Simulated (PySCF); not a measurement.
**Spinor energies of O⁺ (oxygen, charge +1)**

Start: [He] 2s2 2p2 3d1; 2p3/2 filled at m_j = +1/2, +3/2; 3d5/2 filled at m_j = +5/2. Calculated with PySCF 2.14 in x2c-TZVPall-2c with one added diffuse shell each of s, p, d type (6s4p3d1f, 40 functions): generalised Hartree-Fock with the X2C-1e Hamiltonian and a Gaussian nucleus; one run each with spin-orbit coupling (SO) switched off, then screened by Boettger's factors. This is a chosen level, not necessarily the ground level.

```json
{"spinor shell": "1s1/2", "electrons": "2", "ε, spin-free (eV)": "-596.37", "ε, screened SO (eV)": "-596.37", "weight of nominal j (screened SO)": "1.000", "rms radius, screened SO (bohr)": "0.230"}
{"spinor shell": "2s1/2", "electrons": "2", "ε, spin-free (eV)": "-57.586", "ε, screened SO (eV)": "-57.589", "weight of nominal j (screened SO)": "1.000", "rms radius, screened SO (bohr)": "1.13"}
{"spinor shell": "2p3/2", "electrons": "2", "ε, spin-free (eV)": "-45.925", "ε, screened SO (eV)": "-45.919", "weight of nominal j (screened SO)": "0.830", "rms radius, screened SO (bohr)": "1.12"}
{"spinor shell": "3d5/2", "electrons": "1", "ε, spin-free (eV)": "-3.746", "ε, screened SO (eV)": "-3.746", "weight of nominal j (screened SO)": "1.000", "rms radius, screened SO (bohr)": "3.02"}
```

```json
{"quantity": "E (hartree)", "spin-free": "-73.28918", "screened SO": "-73.28861"}
{"quantity": "M_J", "spin-free": "9/2", "screened SO": "9/2"}
{"quantity": "⟨J²⟩", "spin-free": "24.754", "screened SO": "24.754"}
{"quantity": "⟨L²⟩", "spin-free": "12.002", "screened SO": "12.003"}
{"quantity": "⟨S²⟩", "spin-free": "3.752", "screened SO": "3.752"}
```

Each row is a mean over spinors that exchange with the open shell spreads, by up to 10.470 eV (2s1/2).

Rows whose weight is well below 1 are mixtures of j = l ± 1/2: exchange outweighs spin-orbit coupling there, and the label is only the starting occupation.

Without spin-orbit coupling the j labels of p, d and f shells carry no meaning; the spin-free column gives the mean over the occupied spinors of each nl shell.
